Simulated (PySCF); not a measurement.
# Correlation energy of S⁻ (sulfur, charge -1)

[Ne] 3s2 3p5, 2P determinant. Computed with PySCF 2.14 in dyall-av3z (19s12p3d2f, 84 functions), with scalar relativity by spin-free X2C-1e. Frozen: [Ne]; 7 electrons correlated; the 26 highest virtual orbitals of each spin left out.

```json
{"level": "CCSD", "correlation energy (mhartree)": "-178.55"}
{"level": "(T)", "correlation energy (mhartree)": "-8.14"}
{"level": "CCSD(T)", "correlation energy (mhartree)": "-186.69"}
```

Diagnostics: T1 = 0.010, D1 = 0.0263, largest double amplitude 0.037.

**Question.** Is a single reference adequate?

**Answer.** Yes: T1 lies below 0.03 and no double amplitude reaches 0.07.
